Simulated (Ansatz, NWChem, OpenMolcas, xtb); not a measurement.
Ligand exchange: HCl + RbI → HI + RbCl

Species: HCl (hydrogen chloride), singlet; RbI, singlet; HI (hydrogen iodide), singlet; RbCl, singlet. The partners trade Cl for I: H–Cl and Rb–I bonds give way to H–I and Rb–Cl.

Shapes, held fixed at every level: PBE0-D4/def2-TZVP; RbI at the measured bond length. Programs: Ansatz 0.2.0, NWChem 7.3.0, OpenMolcas 26.06, xtb 6.7.1. A level may come from different programs for different species; with the same settings they agree closely. Electronic energies: no zero-point or thermal term.

```
         level                   kind  ΔE (kJ/mol)
      GFN1-xTB         semi-empirical        -84.3
     HF/STO-3G           Hartree–Fock        -22.0
      HF/3-21G           Hartree–Fock         +5.0
   HF/def2-SVP           Hartree–Fock        +49.5
CCSD(T)/STO-3G  coupled cluster or CI        -25.2
 PBE0/def2-SVP          global hybrid        +37.1
```

PBE0/def2-SVP gives ΔE = +37.1 kJ/mol; the levels span -84.3 to +49.5. They disagree on the sign: 3 of 6 are positive. GFN1-xTB strays far from the other rows. The median of the levels is -8.5. No measured value is set beside it here. For atoms past krypton def2 sets carry core potentials with scalar relativity. All-electron rows are non-relativistic unless named. Outer-core shells of I, Rb are correlated, in sets that cover them unevenly. Rows in sets without polarisation functions are far from converged.
